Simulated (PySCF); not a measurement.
C4H12OSi.
Z-matrix (Å and degrees, PBE0-D3(BJ)/def2-TZVP geometry), rows numbered from 1:
```
C 
O   1  1.4025
Si  2  1.6553  1  123.59
C   3  1.8707  2  110.18  1   -60.08
C   3  1.8608  2  105.16  1  -179.78
C   3  1.8705  2  110.08  1    60.61
H   1  1.0921  2  108.55  3   179.18
H   1  1.0970  2  111.86  3   -61.66
H   1  1.0968  2  111.90  3    60.02
H   4  1.0936  3  110.49  2  -176.55
H   4  1.0933  3  111.83  2    63.83
H   4  1.0929  3  111.04  2   -56.88
H   5  1.0924  3  110.97  2    60.64
H   5  1.0934  3  110.78  2  -179.31
H   5  1.0925  3  110.86  2   -59.36
H   6  1.0932  3  111.80  2   -63.87
H   6  1.0931  3  110.93  2    56.74
H   6  1.0936  3  110.67  2   176.45
```

Level: wB97X-D/pcSseg-2 in PySCF, non-relativistic, on one gas-phase PBE0-D3(BJ)/def2-TZVP geometry that isn't relaxed in the solvent. The solvent is an IEF-PCM continuum (Bondi radii, 1.10 Å for H, scaled by 1.2). Only the electrostatic response of the medium enters.

Gas phase at wB97X-D/pcSseg-2: HOMO -9.53 eV, LUMO 2.07 eV, dipole 1.08 D.

Question: What does the continuum do to the energy, the frontier levels and the dipole at wB97X-D/pcSseg-2 in chloroform?

Answer: 
```
   solvent      ε  E(solvent) − E(gas) (kcal/mol)  polarisation term (kcal/mol)  distortion of the solute (kcal/mol)  HOMO (eV)  LUMO (eV)  dipole (D)
chloroform  4.711                           -2.17                         -2.36                                 0.19      -9.50       2.20        1.38
```

Polarisation term: ½ Σ q·V over the induced surface charges. Distortion: the rise of the solute's own energy as its density leaves the gas-phase optimum.

Question: Which radius a makes the point-dipole formula ΔE = −[(ε − 1)/(2ε + 1)]·μ²/a³ give the value in chloroform, with the gas-phase dipole?

Answer: μ = 0.424 au and |ΔE| = 0.00347 Eh give a = 1.40 Å; the farthest nucleus lies 3.33 Å from the centroid of the nuclei, so such a sphere wouldn't even hold the nuclei. The formula assumes a rigid point dipole at the centre of a sphere.

Time: 34 s wall, 81 s CPU; peak memory 2.7 GiB. Hardware: 2 threads, AMD EPYC 9B45 (x86_64), no GPU (shared host). This is the whole shielding run at wB97X-D/pcSseg-2 in chloroform, SCF included.

Note: wB97X-D ran without an empirical dispersion term, which enters the total energy and its gradient alone.
